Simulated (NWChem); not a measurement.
System: ZnH₂SeS; SMILES [SH][Zn][SeH]

```xyz
5

Zn    -0.0106     0.5244    -0.0170
S     -0.0050     2.7034    -0.0420
H     -0.1029     2.7797     1.3053
Se    -0.0277    -1.7639    -0.0061
H      1.4427    -1.7934     0.0813
```
Atoms are numbered in this order, from 1.

Results from NWChem. Coordinates come from a PBE0/def2-SVP optimisation. Ions are spin-unrestricted doublets at the neutral geometry; other ion states weren't tried.

```tsv
level	vertical ionisation energy, ΔSCF (eV)	−ε(HOMO) (eV)	ΔSCF minus −ε(HOMO) (eV)
B3LYP/def2-SVP	8.99	6.65	2.34
PBE/def2-SVP	…	…	…
PBE0/def2-SVP	9.11	6.96	2.15
LRC-wPBEh/def2-SVP	9.71	8.83	0.88
CAM-B3LYP/def2-SVP	9.62	8.18	1.44
```

### Question
What belongs in the gaps?

### Answer

- PBE/def2-SVP, vertical ionisation energy, ΔSCF (eV): 8.72
- PBE/def2-SVP, −ε(HOMO) (eV): 5.77
- PBE/def2-SVP, ΔSCF minus −ε(HOMO) (eV): 2.95
